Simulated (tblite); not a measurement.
Compound: C6H9F.
Z-matrix (Å and degrees, GFN2-xTB geometry), rows numbered from 1:
```
C 
C   1  1.3282
C   2  1.4583  1  126.03
C   3  1.3386  2  119.52  1   174.23
C   4  1.4894  3  128.99  2  -178.66
C   3  1.5049  2  117.15  1    -5.51
F   6  1.3808  3  111.28  2    69.26
H   1  1.0761  2  122.97  3    -0.60
H   1  1.0766  2  121.10  3  -179.15
H   2  1.0830  1  119.32  3   178.85
H   4  1.0837  3  117.35  2     1.70
H   5  1.0912  4  109.72  3  -111.04
H   5  1.0894  4  109.41  3   131.51
H   5  1.0851  4  113.14  3    10.52
H   6  1.0959  3  110.67  2   -48.88
H   6  1.0921  3  112.46  2  -171.63
```

Method: GFN2-xTB as coded in tblite; computed harmonic values from a numerical Hessian at the method's own geometry, unscaled. The method is semi-empirical: single wavenumbers can be off by several per cent or more. One conformer, not necessarily the lowest.

Harmonic wavenumbers (cm⁻¹): 44.1, 50.2, 108.8, 195.9, 236.2, 277.4, 337.3, 457.5, 493.9, 545.9, 689.2, 805.0, 841.5, 891.0, 943.4, 993.1, 1010.7, 1024.2, 1029.7, 1052.9, 1114.3, 1202.0, 1232.0, 1301.3, 1306.3, 1354.2, 1401.0, 1418.2, 1449.4, 1468.5, 1487.6, 1670.4, 1687.7, 2931.7, 2978.3, 2986.5, 3016.2, 3041.6, 3049.2, 3065.8, 3112.8, 3137.5.

A = 3623, B = 1976, C = 1364 MHz; mass 100.069 u (most abundant isotopes); point group C1, symmetry number 1.

Question: Zero-point energy?

Answer: Half the sum of the wavenumbers: 28720 cm⁻¹ = 82.11 kcal/mol.

Question: Entropy at 298.15 K, 1 bar (ideal gas, RRHO, classical rotation)?

Answer: Translation 39.75, rotation 27.89, vibration 23.63: S = 91.3 cal/(mol K).

Question: And Cp and H(298.15 K) − H(0)?

Answer: Cp = 30.96 cal/(mol K), of which vibrations give 23.02 (their classical limit is 42 R = 83.5); H(298.15 K) − H(0) = 5.90 kcal/mol without the zero-point energy, 3.53 from vibrations.

Question: Blend soft modes into free rotors: weight 1/[1 + (100 cm⁻¹/ν̃)⁴] for the oscillator and the rest for a rotor with moment μB/(μ + B), μ = h/(8π²ν), B = 10⁻⁴⁴ kg m². What vibrational entropy results?

Answer: 20.89 cal/(mol K) in place of 23.63, which changes −T·S at 298.15 K by +0.82 kcal/mol.

Question: How do the functions run with temperature in this model?

Answer: 
| T (K) | S (cal/(mol K)) | Cp (cal/(mol K)) | H − H(0) (kcal/mol) | G − H(0) (kcal/mol) | ln q(vib) |
| --- | --- | --- | --- | --- | --- |
| 150 | 74.3 | 20.0 | 2.15 | -8.99 | 2.88 |
| 250 | 86.2 | 27.2 | 4.50 | -17.04 | 4.96 |
| 400 | 101.5 | 39.0 | 9.47 | -31.13 | 7.95 |
| 600 | 119.9 | 52.0 | 18.64 | -53.31 | 11.88 |
| 900 | 143.6 | 64.7 | 36.30 | -92.95 | 17.52 |

q(vib) and H(0) count from the zero-point level.

Hindered rotation and anharmonicity are outside this model. Other conformers, if any are populated, would add a mixing term that is left out. The structure is chiral; the term R ln 2 for an equal mix with its mirror image is left out.

Time: 0.32 s wall. Hardware: one thread, Arm Neoverse V2 (aarch64) (shared host). The figure is for the frequency step alone.
